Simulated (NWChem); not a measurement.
System: C3H3Cl; SMILES ClC=C=C

The following NWChem deck was run.

```
start job
memory heap 200 mb stack 900 mb global 1100 mb
geometry units angstroms noautoz
  C      0.367344     2.310989     0.000000
  C     -0.162755     1.116334     0.000000
  C     -0.711296    -0.070776     0.000000
  Cl     0.205293    -1.544373     0.000000
  H      0.598269     2.831072    -0.936595
  H      0.598269     2.831072     0.936595
  H     -1.794637    -0.220294     0.000000
end
basis spherical
  * library def2-tzvp
end
dft
  xc rpbe cpbe96
  iterations 150
  mulliken
end
task dft energy
```

Structure relaxed at the PBE0/def2-SVP level.

Problem. Predict the main results of this run. (RPBE/def2-TZVP.) Quantities: energy (Ha); highest occupied level (eV); orbital gap (eV); dipole (D).

Solution. The energy (Ha) is -576.28, the highest occupied level (eV) is -6.12 and the orbital gap (eV) is 4.40. The dipole (D) is 1.53.
